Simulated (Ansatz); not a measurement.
Coupled-cluster diagnostics for [BCl4]- (BCl₄⁻), Ansatz.

Geometry of the singlet (B3LYP-D4/def2-SVPD):

```xyz
5

B     0.0003   -0.0009   -0.0001
Cl    1.0515   -1.4185   -0.6492
Cl   -0.4944    1.1183   -1.4274
Cl    0.9879    0.9896    1.2566
Cl   -1.5454   -0.6885    0.8201
```

Correlated methods freeze 21 core orbitals.

Estimate the CCSD(T) correlation energy, the shares of MP2 and (T), T1 and the reference's ⟨S²⟩ for: charge -1, singlet, own geometry in def2-TZVPD; and the rough time on 4 threads of Arm Neoverse V2 on a shared host.


| state | basis | correlation (eV) | MP2 share (%) | (T) share (%) | T1 | ⟨S²⟩ (pure) | wall time |
| --- | --- | --- | --- | --- | --- | --- | --- |
| charge -1, singlet, own geometry | def2-TZVPD | -26.582 | 89.6 | 4.5 | 0.009 | 0.00 (0.00) | 84 s |
Customary marks for T1 are 0.02 (closed shells), 0.045 (open shells) and about 0.05 (3d metals). T1 stays under 0.02 throughout.
